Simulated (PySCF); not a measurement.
How far are cheaper levels from CCSD(T)/CBS for ZnF?

PySCF; the state is a doublet (σ ↑). The composite is CCSD(T) extrapolated to the basis-set limit from two correlation-consistent sets, with core-valence (CV) and scalar-relativistic (SR) terms as its label shows; it has no spin–orbit coupling and nothing beyond (T). Here it is CCSD(T)/CBS(DT). It gives Re = 1.767 Å, ωe = 628 cm⁻¹ and De = 2.99 eV to Zn + F.

| level | basis | relativity | Re (Å) | ωe (cm⁻¹) | De (eV) |
| --- | --- | --- | --- | --- | --- |
| UHF | jorge-DZP-DKH | spin-free X2C | 1.783 | 648 | 1.94 |
| UHF | def2-TZVPP | no relativity | 1.783 | 633 | 2.10 |
| UHF-CCSD(T) | x2c-SVPall | spin-free X2C | 1.785 | 643 | 2.62 |
| PBE | def2-TZVPP | no relativity | 1.807 | 564 | 3.17 |
| PW91 | def2-TZVPPD | no relativity | 1.806 | 562 | 3.23 |
| BP86 | def2-TZVPP | no relativity | 1.806 | 564 | 3.11 |
| TPSS | pcseg-1 | no relativity | 1.808 | 590 | 3.00 |
| r²SCAN | jorge-DZP-DKH | spin-free X2C | 1.772 | 631 | 3.36 |
| r²SCAN | def2-TZVPPD | no relativity | 1.781 | 604 | 3.27 |
| r²SCANh | def2-TZVPPD | no relativity | 1.778 | 612 | 3.18 |

Q: Give the difference of each row from the composite.

A: 

```json
{"level": "UHF", "basis": "jorge-DZP-DKH", "ΔRe (pm)": "+1.6", "Δωe (%)": "+3.2", "ΔDe (eV)": "-1.05"}
{"level": "UHF", "basis": "def2-TZVPP", "ΔRe (pm)": "+1.6", "Δωe (%)": "+0.8", "ΔDe (eV)": "-0.89"}
{"level": "UHF-CCSD(T)", "basis": "x2c-SVPall", "ΔRe (pm)": "+1.8", "Δωe (%)": "+2.4", "ΔDe (eV)": "-0.37"}
{"level": "PBE", "basis": "def2-TZVPP", "ΔRe (pm)": "+4.0", "Δωe (%)": "-10.2", "ΔDe (eV)": "+0.18"}
{"level": "PW91", "basis": "def2-TZVPPD", "ΔRe (pm)": "+3.9", "Δωe (%)": "-10.5", "ΔDe (eV)": "+0.24"}
{"level": "BP86", "basis": "def2-TZVPP", "ΔRe (pm)": "+3.9", "Δωe (%)": "-10.2", "ΔDe (eV)": "+0.12"}
{"level": "TPSS", "basis": "pcseg-1", "ΔRe (pm)": "+4.1", "Δωe (%)": "-6.1", "ΔDe (eV)": "+0.01"}
{"level": "r²SCAN", "basis": "jorge-DZP-DKH", "ΔRe (pm)": "+0.5", "Δωe (%)": "+0.5", "ΔDe (eV)": "+0.37"}
{"level": "r²SCAN", "basis": "def2-TZVPPD", "ΔRe (pm)": "+1.4", "Δωe (%)": "-3.8", "ΔDe (eV)": "+0.28"}
{"level": "r²SCANh", "basis": "def2-TZVPPD", "ΔRe (pm)": "+1.1", "Δωe (%)": "-2.5", "ΔDe (eV)": "+0.19"}
```

Q: Which rows come closest in De?

A: TPSS in pcseg-1 (+0.01 eV), counted from the composite.

Correlated steps freeze the inner cores (5 to 6 orbitals); shallow outer-core shells are correlated. Correlated levels converge slowly with the basis: in double zeta they bind strong bonds too weakly, by up to about 1 eV, and carry superposition errors of some tenths. The state is the lowest determinant that a PBE0 search found; another state may lie lower at other levels.
